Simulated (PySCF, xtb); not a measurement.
AlI₂, SMILES [Al]([I])[I], multiplicity 2.

Harmonic wavenumbers (cm⁻¹) from xtb with GFN2-xTB at its own minimum, in rising order: 36, 161, 470.

Task: What does B3LYP-D3(BJ)/def2-SVP in PySCF give at its own minimum? (Estimate from the structure and the level; the computed values follow.)

Result: 67, 270, 383. Paired by order, the mean absolute difference is 76 cm⁻¹ and the zero-point energies are 1.0 and 1.0 kcal/mol.
